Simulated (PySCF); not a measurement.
## Correlation energy of Ca⁷⁺ (calcium, charge +7)

[Ne] 3s2 3p1, 2P determinant. All numbers are calculated (PySCF 2.14, the non-relativistic Hamiltonian (point nucleus), in an uncontracted even-tempered set (18 s from 0.19 bohr⁻², ratio 2.5; 12 p from 0.24 bohr⁻², ratio 2.5; 5 d from 1.9 bohr⁻², ratio 2.7; 5 f from 2.9 bohr⁻², ratio 2.7)). Frozen: 1s2; 11 electrons correlated; the 18 highest virtual orbitals of each spin left out.

```tsv
level	correlation energy (mhartree)
CCSD	-412.18
(T)	-3.29
CCSD(T)	-415.47
```

Diagnostics: T1 = 0.0040, D1 = 0.0161, largest double amplitude 0.095.

Cost of the coupled-cluster step: roughly 80 core-seconds, for 11 correlated electrons.
